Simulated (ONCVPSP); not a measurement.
**Ni (Z = 28), ONCV: configuration errors across variants**

* Element: nickel
* Generator: ONCVPSP 4.0.1
* Type: optimised norm-conserving Vanderbilt (ONCV)
* Functional: PBE
* Relativity: scalar-relativistic
* Frozen core: [Ne] 3s2
* Valence charge: 16
* Reference configuration: 3p6 3d8 4s1.5 (charge +0.5)
* Partial waves: 4s: rc 1.80 bohr, ncon 5, nbas 9, qcut 4.3 1/bohr, 2 projectors, debl 3.3 Ha; 3p: rc 0.95 bohr, ncon 4, nbas 8, qcut 16.1 1/bohr, 2 projectors, debl 2.5 Ha; 3d: rc 0.75 bohr, ncon 4, nbas 8, qcut 14.2 1/bohr, 3 projectors, debl 0.5 Ha
* Local potential: polynomial inside 0.55 bohr (lpopt 1, dvloc0 2 Ha)
* Core correction: none

In the p channel the program set the typed energies aside and used -2.784, 0.250 Ha.

All-electron excitation energies from the reference (eV): (1) 3p6 3d8 4s2 -3.718; (2) 3p6 3d8 4s1 5.605; (3) 3p6 3d8 4s0 22.956; (4) 3p6 3d8 4s0 4p2 5.785.

1 further variants failed, have other tests or too few solved ones, and are left out.

A true bound ghost makes a file unfit for plane-wave use even where its test errors are small: the radial tests pick states by their node count and pass the ghost by.

Errors AE − PS in meV (a dash: test not solved or not reliable):

```
      change   (1)   (2)  (3)  (4)  bound ghosts  GHOST(+) flags above zero
        base  -0.6  -2.2  -21  -15          s, d                          s
 d: qcut 9.1  -0.6  -2.1  -20  -15             s                       s, d
d: qcut 12.4  -0.6  -2.1  -20  -14          s, d                       s, d
d: qcut 14.1  -0.6  -2.2  -21  -15          s, d                          s
d: qcut 15.7  -0.6  -2.2  -21  -15          s, d                          s
  d: qcut 19  -0.6  -2.2  -21  -15             s                       s, d
d: qcut 20.8  -0.6  -2.2  -21  -15             s                       s, d
```

Question: Give the same row for: d: qcut 10.7.

Answer: -0.6, -2.1, -20, -14; bound ghosts: s, d; GHOST(+) flags above zero: s, d.
